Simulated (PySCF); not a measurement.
# Mn (manganese, neutral) across methods

[Ar] 3d7, high-spin 4F determinant (an excited configuration). Calculation: PySCF 2.14, in x2c-TZVPPall; the spin-free X2C one-electron Hamiltonian (Gaussian nucleus).

| method | E (hartree) | mean ε 3p β (eV) | mean ε 3d α (eV) | mean ε 3d β (eV) | Σ⟨r²⟩ (bohr²) | ⟨S²⟩ |
| --- | --- | --- | --- | --- | --- | --- |
| M06-2X | -1158.319 | -51.918 | -5.331 | -2.474 | 32.15 | 3.820 |
| PW91 | -1158.451 | -45.827 | -1.933 | -0.351 | 33.41 | 3.767 |
| r2SCAN | -1158.308 | -46.599 | -1.963 | -0.211 | 33.22 | 3.783 |
| LC-wPBE | -1158.166 | -50.598 | -5.776 | -3.857 | 32.13 | 3.765 |
| PBE0 | -1158.121 | -48.632 | -3.286 | -1.202 | 32.52 | 3.778 |
| wB97X | -1158.351 | -50.958 | -5.571 | -3.640 | 32.38 | 3.775 |
| LDA | -1155.933 | -45.877 | -2.132 | -0.339 | 33.39 | 3.770 |
| PBE | -1158.130 | -45.802 | -1.913 | -0.309 | 33.57 | 3.769 |

Problem. Estimate the same row for UHF.

Solution. E (hartree) = -1157.03922; mean ε 3p β (eV) = -56.424; mean ε 3d α (eV) = -8.350; mean ε 3d β (eV) = -2.761; Σ⟨r²⟩ (bohr²) = 32.01; ⟨S²⟩ = 3.937.

⟨S²⟩ = 3.94 against 3.75 shows spin contamination.
